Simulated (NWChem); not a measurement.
Everything below was run with NWChem. System: diarsenic (As$_{2}$), charge 0, spin multiplicity 1, at a geometry optimised with PBE0/def2-SVP. Level: B3LYP/def2-QZVP, VWN1-RPA local correlation.

The NWChem input:

```
start mol
memory heap 200 mb stack 900 mb global 1100 mb
geometry units angstroms nocenter noautoz
  As     0.000000     0.000000     1.045631
  As     0.000000     0.000000    -1.045631
  symmetry group D2h
end
basis spherical
  * library def2-qzvp
end
dft
  xc b3lyp
  semidirect memsize 60000000 filesize 0
  iterations 100
end
task dft energy
```

NWChem printed:

```
             Northwest Computational Chemistry Package (NWChem) 7.3.0
             --------------------------------------------------------

                                NWChem Input Module
                                -------------------

 Scaling coordinates for geometry "geometry" by  1.889725989
 (inverse scale =  0.529177249)

 Turning off AUTOSYM since
 SYMMETRY directive was detected!

                             Geometry "geometry" -> ""
                             -------------------------

 Output coordinates in angstroms (scale by  1.889725989 to convert to a.u.)

  No.       Tag          Charge          X              Y              Z
 ---- ---------------- ---------- -------------- -------------- --------------
    1 As                  33.0000     0.00000000     0.00000000     1.04563100
    2 As                  33.0000     0.00000000     0.00000000    -1.04563100

 Effective nuclear repulsion energy (a.u.)     275.5628056937

            Nuclear Dipole moment (a.u.)
            ----------------------------
        X                 Y               Z
 ---------------- ---------------- ----------------
     0.0000000000     0.0000000000     0.0000000000

      Symmetry information
      --------------------

 Group name             D2h
 Group number             26
 Group order               8
 No. of unique centers     1

      Symmetry unique atoms

     1


 Summary of "ao basis" -> "" (spherical)
 ------------------------------------------------------------------------------
       Tag                 Description            Shells   Functions and Types
 ---------------- ------------------------------  ------  ---------------------
 *                         def2-qzvp                  on all atoms

                                 NWChem DFT Module
                                 -----------------

 Summary of "ao basis" -> "ao basis" (spherical)
 ------------------------------------------------------------------------------
       Tag                 Description            Shells   Functions and Types
 ---------------- ------------------------------  ------  ---------------------
[...]
              MO Center= -2.6D-28, -4.4D-14,  1.8D-16, r^2= 2.8D+00
   Bfn.  Coefficient  Atom+Function         Bfn.  Coefficient  Atom+Function
  ----- ------------  ---------------      ----- ------------  ---------------
    28      0.310253  1 As py               103      0.310253  2 As py
    25      0.239253  1 As py               100      0.239253  2 As py
    31      0.140184  1 As py               106      0.140184  2 As py
    16     -0.125666  1 As py                91     -0.125666  2 As py
    19     -0.091441  1 As py                94     -0.091441  2 As py

 Vector   34  Occ=0.000000D+00  E=-1.055284D-01  Symmetry=b2g
              MO Center= -1.9D-16, -4.1D-31, -6.7D-17, r^2= 4.0D+00
   Bfn.  Coefficient  Atom+Function         Bfn.  Coefficient  Atom+Function
  ----- ------------  ---------------      ----- ------------  ---------------
    30      0.375631  1 As px               105     -0.375631  2 As px
    27      0.341861  1 As px               102     -0.341861  2 As px
    24      0.261070  1 As px                99     -0.261070  2 As px
    15     -0.129650  1 As px                90      0.129650  2 As px
    18     -0.094254  1 As px                93      0.094254  2 As px

 Vector   35  Occ=0.000000D+00  E=-1.055284D-01  Symmetry=b3g
              MO Center= -5.7D-30, -2.0D-16, -4.0D-16, r^2= 4.0D+00
   Bfn.  Coefficient  Atom+Function         Bfn.  Coefficient  Atom+Function
  ----- ------------  ---------------      ----- ------------  ---------------
    31      0.375631  1 As py               106     -0.375631  2 As py
    28      0.341861  1 As py               103     -0.341861  2 As py
    25      0.261070  1 As py               100     -0.261070  2 As py
    16     -0.129650  1 As py                91      0.129650  2 As py
    19     -0.094254  1 As py                94      0.094254  2 As py

 Vector   36  Occ=0.000000D+00  E= 1.832430D-02  Symmetry=b1u
              MO Center=  7.8D-19,  2.3D-18,  1.8D-14, r^2= 9.4D+00
   Bfn.  Coefficient  Atom+Function         Bfn.  Coefficient  Atom+Function
  ----- ------------  ---------------      ----- ------------  ---------------
    11      2.785183  1 As s                 86     -2.785183  2 As s
    32     -1.683704  1 As pz               107     -1.683704  2 As pz
    29     -1.052167  1 As pz               104     -1.052167  2 As pz
    50      0.413357  1 As d  0             125     -0.413357  2 As d  0
    10      0.349189  1 As s                 85     -0.349189  2 As s

 center of mass
 --------------
 x =   0.00000000 y =   0.00000000 z =   0.00000000

 moments of inertia (a.u.)
 ------------------
         585.048151349117           0.000000000000           0.000000000000
           0.000000000000         585.048151349117           0.000000000000
           0.000000000000           0.000000000000           0.000000000000

     Multipole analysis of the density
     ---------------------------------

     L   x y z        total         alpha         beta         nuclear
     -   - - -        -----         -----         ----         -------
     0   0 0 0     -0.000000    -33.000000    -33.000000     66.000000

     1   1 0 0      0.000000      0.000000      0.000000      0.000000
     1   0 1 0     -0.000000     -0.000000     -0.000000      0.000000
     1   0 0 1      0.000000      0.000000      0.000000      0.000000

     2   2 0 0    -26.582062    -13.291031    -13.291031      0.000000
     2   1 1 0      0.000000      0.000000      0.000000      0.000000
     2   1 0 1      0.000000      0.000000      0.000000      0.000000
     2   0 2 0    -26.582062    -13.291031    -13.291031      0.000000
     2   0 1 1      0.000000      0.000000      0.000000      0.000000
     2   0 0 2    -25.865018   -141.777789   -141.777789    257.690559

 Task  times  cpu:       12.2s     wall:       12.2s

 Total times  cpu:       12.2s     wall:       12.2s
```
